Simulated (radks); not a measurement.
Neutral ruthenium inside a hard spherical wall (all orbitals vanish at R), configuration held at [Kr] 4d7 5s1 and not refilled when levels cross. Method: scalar-relativistic Kohn-Sham, LDA (Slater exchange, Perdew-Wang correlation), spin-polarised, spherical densities, point nucleus; open shells are filled with parallel spins first (spin-orbit coupling, left out, can overturn this in heavy ions); computed with a radial shooting solver on a logarithmic mesh with Libxc functionals. Eigenvalues in eV for spin up, with the zero of energy where the potential of the charges vanishes at infinity; a dash marks a level that is unbound or too diffuse for the functional's potential to be trusted. A positive occupied level is held by the wall or, in an anion where self-interaction has pushed it up, behind a barrier. The pressure on the wall is -dE/dV.

R (bohr)  E (hartree)  kinetic (hartree)    e(4s)    e(4p)   e(4d)   e(5s)  e(5p, empty)  e(6s, empty)  pressure (GPa)
free      -4526.34232           4679.375  -77.045  -47.180  -6.089  -4.967        -1.271        -0.011               0
12        -4526.34230           4679.375  -77.042  -47.177  -6.086  -4.964        -1.236         0.998        0.000490
10        -4526.34205           4679.378  -77.021  -47.156  -6.066  -4.945        -1.139         1.985         0.00755
7         -4526.33308           4679.442  -76.637  -46.776  -5.718  -4.548        -0.184         7.331           0.519
5         -4526.23889           4679.924  -74.607  -44.796  -3.914  -2.032         3.911        23.049            12.2
3         -4524.58554           4686.403  -61.285  -32.044   9.409  23.648        37.019        114.39             763
2.5       -4522.03428           4695.904  -50.133  -20.944  22.573  53.904        72.345        196.66            3120
1.5       -4482.08677           4822.186   44.791   82.308  143.93  357.78        391.90        836.81          129000
